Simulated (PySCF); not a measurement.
Species: `[SiH3]c1c(ccc2[nH]nnc12)C#C`. The columns A, B, C and D hold Mulliken, IAO, Hirshfeld and ESP-fitted charges (e) of one PBE0/pcSseg-1 density (PySCF), in a shuffled order. Coordinates in Å (GFN2-xTB); the density's dipole moment is (-0.45, -4.00, 0.08) D.

```
atom       x       y       z       A       B       C       D
  C1   3.504  -0.783   0.371  -0.421  -0.229  -0.364  -0.097
  C2   2.313  -0.695   0.244  -0.034  -0.032  +0.405  -0.038
  C3   0.905  -0.628   0.102  +0.352  -0.017  -0.288  +0.002
  C4   0.188  -1.844   0.066  -0.296  -0.131  +0.025  -0.035
  C5  -1.180  -1.883  -0.061  -0.235  -0.178  +0.004  -0.056
  C6  -1.823  -0.655  -0.156  -0.180  +0.052  +0.270  +0.030
  N7  -3.117  -0.257  -0.289  +0.084  -0.156  -0.365  -0.025
  N8  -3.177   1.084  -0.333  -0.296  -0.063  +0.005  -0.058
  N9  -2.018   1.577  -0.238  -0.300  -0.185  -0.294  -0.118
 C10  -1.106   0.568  -0.124  +0.798  +0.055  +0.055  +0.010
 C11   0.283   0.614   0.007  -0.664  -0.256  -0.241  -0.081
Si12   1.221   2.252   0.046  +0.486  +0.605  +0.565  +0.305
 H13   4.545  -0.847   0.481  +0.313  +0.205  +0.046  +0.095
 H14   0.746  -2.765   0.143  +0.200  +0.170  +0.092  +0.057
 H15  -1.724  -2.815  -0.087  +0.206  +0.163  +0.098  +0.058
 H16  -3.953  -0.815  -0.351  +0.270  +0.310  +0.195  +0.168
 H17   1.922   2.334   1.332  -0.080  -0.110  -0.075  -0.074
 H18   0.264   3.338  -0.116  -0.123  -0.093  -0.057  -0.069
 H19   2.199   2.230  -1.045  -0.080  -0.110  -0.076  -0.075
```

Which column most likely holds the ESP-fitted charges?

A. Σ q r misses the density's dipole by 0.01 D (A), 1.63 D (B), 1.87 D (D), 2.06 D (C). Charges fitted to the outside potential are the only set here that is tied to the molecule's multipoles.

And the Hirshfeld charges?

D. The mean sizes are 0.076 e (D), 0.164 e (B), 0.185 e (C), 0.285 e (A), and Hirshfeld charges are commonly the smallest of these schemes.

As computed, A = ESP-fitted, B = IAO, C = Mulliken, D = Hirshfeld. Hydrogens on carbon: ESP-fitted +0.20 to +0.31, IAO +0.16 to +0.21, Mulliken +0.05 to +0.10, Hirshfeld +0.06 to +0.10 e.

The Hirshfeld scheme weights the molecular density at each point by an atom's share of the summed free-atom densities. The IAO scheme projects the occupied orbitals on a minimal set of polarised atomic orbitals and counts the electrons in each atom's part of it.

Geometry: GFN2-xTB; no solvent, vibrations or thermal averaging.
